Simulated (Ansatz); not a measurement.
This geometry of ClF$_{3}$H$_{4}$OPTa (11 atoms, charge 0, multiplicity 1) is a first-order saddle point.

Method: RKS PBE0-D4/def2-SVP in Ansatz 0.2.0.

```xyz
11
Properties=species:S:1:pos:R:3
Ta -0.142 0.271 0.141
Cl 2.470 -0.639 0.363
O -0.401 -0.360 1.882
H -0.297 -0.471 2.828
F 0.551 1.246 -1.320
F -1.868 0.900 -0.116
F -0.178 -1.368 -0.765
P 1.005 2.249 1.371
H 1.642 1.913 2.595
H 2.115 2.795 0.678
H 2.149 0.626 0.864
```

Which two structures does it join? (They come from a converged band through this point; their orientation in space is the band's.)

Bonds broken: Ta1–Cl2, P8–H11. Bonds formed: Cl2–H11. ClF3H4OPTa becomes ClH + F3H3OPTa.

Initial state:

```xyz
11
Properties=species:S:1:pos:R:3
Ta 0.010 -0.140 0.110
Cl 2.129 -1.156 0.437
O -0.452 -0.555 1.879
H -0.430 -0.696 2.826
F 0.760 0.648 -1.443
F -1.272 1.246 0.062
F -0.915 -1.492 -0.776
P 1.511 1.954 1.186
H 2.107 1.813 2.464
H 0.940 3.244 1.344
H 2.660 2.296 0.434
```

Final state:

```xyz
11
Properties=species:S:1:pos:R:3
Ta -0.386 0.644 0.246
Cl 3.439 -0.700 0.994
O -0.408 -0.359 1.824
H -0.283 -0.749 2.690
F -0.189 1.834 -1.207
F -2.240 0.830 0.164
F 0.729 -0.587 -0.656
P 0.658 2.488 1.599
H 1.632 1.667 2.239
H 1.523 2.974 0.578
H 2.573 -0.882 0.052
```

How far does it lie above each of them?

156.9 kJ/mol above the first and 19.4 kJ/mol above the second. This is the barrier of this one path; another mechanism may lie lower. The orbitals stay closed-shell, which can raise the energy where a bond breaks towards radicals; this wasn't checked here.

The run took 14 min on 4 threads of Intel(R) Xeon(R) CPU @ 2.60GHz (Ice Lake), with other jobs on the host, peak memory 0.49 GiB.
